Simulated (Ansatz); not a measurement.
Ansatz (a first-principles code) input (B3LYP-D3(BJ)/def2-TZVP):

Ansatz 0.2 input:
```yaml
crystal:
  periodic: [false, false, false]
  atoms:
    - {symbol: C, position_ang: [3.80702351, -0.02839227, 0.10891622]}
    - {symbol: C, position_ang: [2.45837316, -0.73759449, 0.02791566]}
    - {symbol: C, position_ang: [1.27374225, 0.22492624, 0.05341613]}
    - {symbol: C, position_ang: [-0.08044345, -0.47451828, -0.02741992]}
    - {symbol: C, position_ang: [-1.26262475, 0.49111252, 0.00368791]}
    - {symbol: C, position_ang: [-2.60624614, -0.21670731, -0.08722804]}
    - {symbol: O, position_ang: [-3.71536734, 0.67246339, 0.00002158]}
    - {symbol: H, position_ang: [3.93929423, 0.66077335, -0.72873470]}
    - {symbol: H, position_ang: [3.88994093, 0.55346456, 1.03010034]}
    - {symbol: H, position_ang: [4.63513890, -0.73914894, 0.08875385]}
    - {symbol: H, position_ang: [2.41417030, -1.33797575, -0.88669226]}
    - {symbol: H, position_ang: [2.36515229, -1.44398977, 0.85924832]}
    - {symbol: H, position_ang: [1.36588700, 0.93279379, -0.77808386]}
    - {symbol: H, position_ang: [1.31626238, 0.82595316, 0.96854422]}
    - {symbol: H, position_ang: [-0.17033490, -1.18262870, 0.80369389]}
    - {symbol: H, position_ang: [-0.12209875, -1.07453983, -0.94326844]}
    - {symbol: H, position_ang: [-1.24037549, 1.08333189, 0.92307309]}
    - {symbol: H, position_ang: [-1.17434974, 1.20044773, -0.82847964]}
    - {symbol: H, position_ang: [-2.72407719, -0.90881372, 0.74868731]}
    - {symbol: H, position_ang: [-2.65646370, -0.80925102, -1.01054233]}
    - {symbol: H, position_ang: [-3.65415528, 1.30691783, -0.72220008]}
basis:
  gaussian:
    orbitals: def2-TZVP
hamiltonian:
  xc: b3lyp
  dispersion: d3bj
phonons: {temperatures: {t_min: 298.15, t_max: 298.15, t_step: 100}}
```

Output:

```
Functional definition: B3LYP
integrals: 0.28 GiB planned
1847 factors; their error is unknown
0.37 GiB of the device are held for the grids
1.76 GiB of device memory are held for the factors and their scratch space
mean field: 1.96 GiB planned
mean field evaluation 1: about -8482.7123 eV, gradient 9.1e1 eV
mean field evaluation 2: about -8469.1096 eV, gradient 1.2e2 eV
mean field evaluation 4: about -8501.3731 eV, gradient 7.5e0 eV
mean field evaluation 8: about -8501.4801 eV, gradient 7.4e-2 eV
mean field evaluation 16: about -8501.4296 eV, gradient 3.8e-4 eV
mean field -8501.42959191 eV, -312.4217750267 hartree, gradient 2.1e-5 eV, S^2 0.000000; 0 other end points of the search recorded, 0 dependent functions left out
the calculation of the forces begins
reference -8501.42995291 eV, -312.4217882934 hartree; 29, 29 occupied and 272, 272 virtual orbitals, 1847 factors
these checks for a lower state are left out or cut short: stability, starts, cluster_reference, orbital_swaps, neighbouring_geometries, increment
integrals: 0.28 GiB planned
1847 factors; their error is unknown
0.37 GiB of the device are held for the grids
1.76 GiB of device memory are held for the factors and their scratch space
mean field: 1.96 GiB planned
mean field -8501.42949669 eV, -312.4217715275 hartree, gradient 2.7e-6 eV, S^2 0.000000; 0 other end points of the search recorded, 0 dependent functions left out
the calculation of the forces begins
reference -8501.42985763 eV, -312.4217847917 hartree; 29, 29 occupied and 272, 272 virtual orbitals, 1847 factors
these checks for a lower state are left out or cut short: stability, starts, cluster_reference, orbital_swaps, neighbouring_geometries, increment
integrals: 0.28 GiB planned
1847 factors; their error is unknown
0.37 GiB of the device are held for the grids
1.76 GiB of device memory are held for the factors and their scratch space
mean field: 1.96 GiB planned
mean field evaluation 32: about -8501.4294 eV, gradient 1.2e-6 eV
mean field -8501.42938896 eV, -312.4217675685 hartree, gradient 2.7e-6 eV, S^2 0.000000; 0 other end points of the search recorded, 0 dependent functions left out
the calculation of the forces begins
reference -8501.42975004 eV, -312.4217808378 hartree; 29, 29 occupied and 272, 272 virtual orbitals, 1847 factors
these checks for a lower state are left out or cut short: stability, starts, cluster_reference, orbital_swaps, neighbouring_geometries, increment
integrals: 0.28 GiB planned
1847 factors; their error is unknown
0.37 GiB of the device are held for the grids
1.76 GiB of device memory are held for the factors and their scratch space
mean field: 1.96 GiB planned
mean field -8501.42942807 eV, -312.4217690057 hartree, gradient 2.7e-6 eV, S^2 0.000000; 0 other end points of the search recorded, 0 dependent functions left out
the calculation of the forces begins
reference -8501.42978905 eV, -312.4217822714 hartree; 29, 29 occupied and 272, 272 virtual orbitals, 1847 factors
these checks for a lower state are left out or cut short: stability, starts, cluster_reference, orbital_swaps, neighbouring_geometries, increment
integrals: 0.28 GiB planned
1847 factors; their error is unknown
0.37 GiB of the device are held for the grids
1.76 GiB of device memory are held for the factors and their scratch space
mean field: 1.96 GiB planned
mean field -8501.42942671 eV, -312.4217689559 hartree, gradient 2.7e-6 eV, S^2 0.000000; 0 other end points of the search recorded, 0 dependent functions left out
[...]
1.76 GiB of device memory are held for the factors and their scratch space
mean field: 1.96 GiB planned
mean field evaluation 832: about -8501.4695 eV, gradient 7.7e-1 eV
mean field -8501.42954129 eV, -312.4217731664 hartree, gradient 2.7e-6 eV, S^2 0.000000; 0 other end points of the search recorded, 0 dependent functions left out
the calculation of the forces begins
reference -8501.42990227 eV, -312.4217864321 hartree; 29, 29 occupied and 272, 272 virtual orbitals, 1847 factors
these checks for a lower state are left out or cut short: stability, starts, cluster_reference, orbital_swaps, neighbouring_geometries, increment
integrals: 0.28 GiB planned
1847 factors; their error is unknown
0.37 GiB of the device are held for the grids
1.76 GiB of device memory are held for the factors and their scratch space
mean field: 1.96 GiB planned
mean field -8501.42956594 eV, -312.4217740725 hartree, gradient 2.7e-6 eV, S^2 0.000000; 0 other end points of the search recorded, 0 dependent functions left out
the calculation of the forces begins
reference -8501.42992698 eV, -312.4217873402 hartree; 29, 29 occupied and 272, 272 virtual orbitals, 1847 factors
these checks for a lower state are left out or cut short: stability, starts, cluster_reference, orbital_swaps, neighbouring_geometries, increment
integrals: 0.28 GiB planned
1847 factors; their error is unknown
0.37 GiB of the device are held for the grids
1.76 GiB of device memory are held for the factors and their scratch space
mean field: 1.95 GiB planned
mean field -8501.42950520 eV, -312.4217718400 hartree, gradient 2.7e-6 eV, S^2 0.000000; 0 other end points of the search recorded, 0 dependent functions left out
the calculation of the forces begins
reference -8501.42986617 eV, -312.4217851056 hartree; 29, 29 occupied and 272, 272 virtual orbitals, 1847 factors
these checks for a lower state are left out or cut short: stability, starts, cluster_reference, orbital_swaps, neighbouring_geometries, increment
integrals: 0.28 GiB planned
1847 factors; their error is unknown
0.37 GiB of the device are held for the grids
1.76 GiB of device memory are held for the factors and their scratch space
mean field: 1.96 GiB planned
mean field -8501.42953157 eV, -312.4217728092 hartree, gradient 2.7e-6 eV, S^2 0.000000; 0 other end points of the search recorded, 0 dependent functions left out
the calculation of the forces begins
reference -8501.42989260 eV, -312.4217860771 hartree; 29, 29 occupied and 272, 272 virtual orbitals, 1847 factors
these checks for a lower state are left out or cut short: stability, starts, cluster_reference, orbital_swaps, neighbouring_geometries, increment
integrals: 0.28 GiB planned
1847 factors; their error is unknown
0.37 GiB of the device are held for the grids
1.76 GiB of device memory are held for the factors and their scratch space
mean field: 1.96 GiB planned
mean field evaluation 864: about -8501.4296 eV, gradient 1.1e-2 eV
mean field -8501.42955340 eV, -312.4217736114 hartree, gradient 2.7e-6 eV, S^2 0.000000; 0 other end points of the search recorded, 0 dependent functions left out
the calculation of the forces begins
reference -8501.42991438 eV, -312.4217868772 hartree; 29, 29 occupied and 272, 272 virtual orbitals, 1847 factors
these checks for a lower state are left out or cut short: stability, starts, cluster_reference, orbital_swaps, neighbouring_geometries, increment
integrals: 0.28 GiB planned
1847 factors; their error is unknown
0.37 GiB of the device are held for the grids
1.76 GiB of device memory are held for the factors and their scratch space
mean field: 1.96 GiB planned
mean field -8501.42960646 eV, -312.4217755613 hartree, gradient 2.7e-6 eV, S^2 0.000000; 0 other end points of the search recorded, 0 dependent functions left out
the calculation of the forces begins
reference -8501.42996749 eV, -312.4217888289 hartree; 29, 29 occupied and 272, 272 virtual orbitals, 1847 factors
these checks for a lower state are left out or cut short: stability, starts, cluster_reference, orbital_swaps, neighbouring_geometries, increment
integrals: 0.28 GiB planned
1847 factors; their error is unknown
0.37 GiB of the device are held for the grids
1.76 GiB of device memory are held for the factors and their scratch space
mean field: 1.96 GiB planned
mean field -8501.42953337 eV, -312.4217728754 hartree, gradient 2.7e-6 eV, S^2 0.000000; 0 other end points of the search recorded, 0 dependent functions left out
the calculation of the forces begins
reference -8501.42989437 eV, -312.4217861420 hartree; 29, 29 occupied and 272, 272 virtual orbitals, 1847 factors
these checks for a lower state are left out or cut short: stability, starts, cluster_reference, orbital_swaps, neighbouring_geometries, increment
integrals: 0.28 GiB planned
1847 factors; their error is unknown
0.37 GiB of the device are held for the grids
1.76 GiB of device memory are held for the factors and their scratch space
mean field: 1.96 GiB planned
mean field -8501.42950398 eV, -312.4217717954 hartree, gradient 2.7e-6 eV, S^2 0.000000; 0 other end points of the search recorded, 0 dependent functions left out
the calculation of the forces begins
reference -8501.42986499 eV, -312.4217850622 hartree; 29, 29 occupied and 272, 272 virtual orbitals, 1847 factors
these checks for a lower state are left out or cut short: stability, starts, cluster_reference, orbital_swaps, neighbouring_geometries, increment
integrals: 0.28 GiB planned
1847 factors; their error is unknown
0.37 GiB of the device are held for the grids
1.76 GiB of device memory are held for the factors and their scratch space
mean field: 1.96 GiB planned
mean field -8501.42949237 eV, -312.4217713686 hartree, gradient 2.7e-6 eV, S^2 0.000000; 0 other end points of the search recorded, 0 dependent functions left out
the calculation of the forces begins
reference -8501.42985340 eV, -312.4217846362 hartree; 29, 29 occupied and 272, 272 virtual orbitals, 1847 factors
these checks for a lower state are left out or cut short: stability, starts, cluster_reference, orbital_swaps, neighbouring_geometries, increment
integrals: 0.28 GiB planned
1847 factors; their error is unknown
0.37 GiB of the device are held for the grids
1.76 GiB of device memory are held for the factors and their scratch space
mean field: 1.96 GiB planned
mean field evaluation 896: about -8501.4704 eV, gradient 6.2e-4 eV
mean field -8501.42951306 eV, -312.4217721292 hartree, gradient 2.7e-6 eV, S^2 0.000000; 0 other end points of the search recorded, 0 dependent functions left out
the calculation of the forces begins
reference -8501.42987405 eV, -312.4217853951 hartree; 29, 29 occupied and 272, 272 virtual orbitals, 1847 factors
Total energy: -8502.13568484 eV, -312.4477234632 hartree
Atom 0 at     3.807024    -0.028392     0.108916 Å, force     0.000017    -0.000043     0.000001 eV/Å
Atom 1 at     2.458373    -0.737594     0.027916 Å, force     0.000037    -0.000042    -0.000027 eV/Å
Atom 2 at     1.273742     0.224926     0.053416 Å, force     0.000265    -0.000099    -0.000066 eV/Å
Atom 3 at    -0.080443    -0.474518    -0.027420 Å, force    -0.000019     0.000153     0.000172 eV/Å
Atom 4 at    -1.262625     0.491113     0.003688 Å, force    -0.000030    -0.000075     0.000017 eV/Å
Atom 5 at    -2.606246    -0.216707    -0.087228 Å, force     0.000304     0.000595    -0.000274 eV/Å
Atom 6 at    -3.715367     0.672463     0.000022 Å, force    -0.000451    -0.000227     0.000433 eV/Å
Atom 7 at     3.939294     0.660773    -0.728735 Å, force     0.000032    -0.000035    -0.000073 eV/Å
Atom 8 at     3.889941     0.553465     1.030100 Å, force     0.000004    -0.000027    -0.000057 eV/Å
Atom 9 at     4.635139    -0.739149     0.088754 Å, force    -0.000004    -0.000035     0.000161 eV/Å
Atom 10 at     2.414170    -1.337976    -0.886692 Å, force    -0.000067    -0.000037    -0.000089 eV/Å
Atom 11 at     2.365152    -1.443990     0.859248 Å, force     0.000042     0.000119    -0.000010 eV/Å
Atom 12 at     1.365887     0.932794    -0.778084 Å, force    -0.000025     0.000069     0.000138 eV/Å
Atom 13 at     1.316262     0.825953     0.968544 Å, force    -0.000085     0.000065    -0.000176 eV/Å
Atom 14 at    -0.170335    -1.182629     0.803694 Å, force     0.000240    -0.000170     0.000033 eV/Å
Atom 15 at    -0.122099    -1.074540    -0.943268 Å, force     0.000160     0.000041    -0.000099 eV/Å
Atom 16 at    -1.240375     1.083332     0.923073 Å, force    -0.000176    -0.000006     0.000035 eV/Å
Atom 17 at    -1.174350     1.200448    -0.828480 Å, force    -0.000136    -0.000237     0.000125 eV/Å
Atom 18 at    -2.724077    -0.908814     0.748687 Å, force     0.000013    -0.000749     0.000362 eV/Å
Atom 19 at    -2.656464    -0.809251    -1.010542 Å, force    -0.000146     0.000355     0.000211 eV/Å
Atom 20 at    -3.654155     1.306918    -0.722200 Å, force     0.000025     0.000384    -0.000819 eV/Å
Dipole moment:     0.293249     0.011772    -0.223532 e Å
Vibrations: 62.12 77.01 100.87 138.92 151.06 245.73 248.68 285.48 311.59 434.50 505.79 736.76 755.94 807.21 900.15 901.49 995.36 1009.83 1032.90 1052.42 1069.76 1073.78 1119.88 1149.41 1221.51 1257.74 1277.71 1315.76 1328.70 1332.70 1338.23 1372.76 1393.44 1404.50 1416.20 1422.01 1486.94 1487.42 1493.36 1499.84 1502.67 1512.33 1519.16 2978.80 2996.48 2999.94 3006.10 3014.90 3017.41 3025.81 3029.86 3045.93 3056.80 3076.44 3084.30 3090.45 3796.48 cm⁻¹, zero-point energy 5.267427 eV
```
